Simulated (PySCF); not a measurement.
SMILES Oc1c(C#N)cccc1 (GFN2-xTB optimised geometry):

```
14

N     -1.870    -2.804    -0.001
C     -1.369    -1.772     0.000
C     -0.686    -0.537     0.000
C     -1.390     0.669     0.000
C     -0.706     1.866     0.000
C      0.684     1.867     0.000
C      1.391     0.682     0.000
C      0.719    -0.537     0.000
O      1.444    -1.676     0.000
H     -2.469     0.645     0.000
H     -1.249     2.798     0.000
H      1.219     2.804     0.000
H      2.469     0.669     0.000
H      0.867    -2.453     0.000
```

Computed with PySCF with CAM-B3LYP/def2-TZVP.

Q: What are the frontier orbital energies and the dipole moment?

A: HOMO-2 -11.42 eV, HOMO-1 -9.18 eV, HOMO -8.43 eV, LUMO -0.54 eV, LUMO+1 0.52 eV; dipole moment 3.56 D.

On the same geometry PBE/def2-TZVP in PySCF 2.14.0 gives HOMO-2 -8.55 eV, HOMO-1 -6.92 eV, HOMO -6.18 eV, LUMO -2.41 eV, LUMO+1 -1.48 eV; dipole moment 3.36 D.

Meta-Löwdin charges at CAM-B3LYP/def2-TZVP: N1 -0.23, C2 0.10, C3 -0.10, C4 -0.08, C5 -0.14, C6 -0.08, C7 -0.15, C8 0.26, O9 -0.46, H10 0.14, H11 0.13, H12 0.13, H13 0.14, H14 0.36.
